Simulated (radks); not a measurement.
Results of a calculation; reference values are marked as such.
Q: Radial electron density D(r) = 4 pi r^2 rho(r) of an atom or ion with 67 electrons. Code: a radial shooting solver on a logarithmic mesh with Libxc functionals. Model: scalar-relativistic Kohn-Sham, SCAN, spin-unpolarised, spherical densities, finite nucleus; meta-GGA in the generalised Kohn-Sham scheme; Fermi nuclear charge, rms radius of each element as measured or else 0.836 A^(1/3) + 0.57 fm.

```
   r/bohr * D(r) (the largest magnitude, 123, reaches the edge; | marks zero)
 0.001173 |  *
 0.001365 |   *
 0.001589 |    *
  0.00185 |     *
 0.002154 |       *
 0.002527 |         *
 0.002942 |           *
 0.003425 |              *
 0.003988 |                 *
 0.004642 |                    *
 0.005404 |                       *
 0.006342 |                           *
 0.007383 |                               *
 0.008595 |                                   *
  0.01001 |                                     *
  0.01165 |                                       *
  0.01367 |                                        *
  0.01591 |                                        *
  0.01853 |                                      *
  0.02157 |                                     *
  0.02511 |                                    *
  0.02946 |                                    *
   0.0343 |                                      *
  0.03993 |                                          *
  0.04649 |                                                *
  0.05412 |                                                    *
  0.06351 |                                                      *
  0.07393 |                                                    *
  0.08607 |                                               *
   0.1002 |                                          *
   0.1167 |                                         *
   0.1358 |                                           *
   0.1594 |                                               *
   0.1855 |                                                *
    0.216 |                                          *
   0.2514 |                                *
   0.2927 |                        *
   0.3435 |                     *
   0.3999 |                        *
   0.4655 |                          *
    0.542 |                        *
   0.6309 |                   *
   0.7404 |            *
   0.8619 |        *
    1.003 |      *
    1.168 |     *
     1.36 |   *
    1.596 |  *
    1.858 | *
    2.163 |*
    2.518 |*
    2.931 |*
    3.412 |*
    4.005 *
    4.662 *
    5.427 *
    6.318 *
    7.355 *
    8.632 *
    10.05 *
```

What is the nuclear charge?

A: Z = 68. The innermost maximum, from 1s, lies near gamma/Z bohr with gamma = sqrt(1 - (Z/c)^2) = 0.868, here 0.0128 bohr (found: 0.0140), and its height grows with Z. The density is that of the erbium ion Er+ in [Xe] 4f9.5 6s1 6p2.5; the configuration itself is not fixed sharply by these data, and Z only to a few units. D(r) has 4 maxima, at r = 0.0140, 0.0630, 0.174, 0.473 bohr, and minima at 0.0268, 0.114, 0.335 bohr, inside which lie 1.92, 11.09, 29.45 electrons.
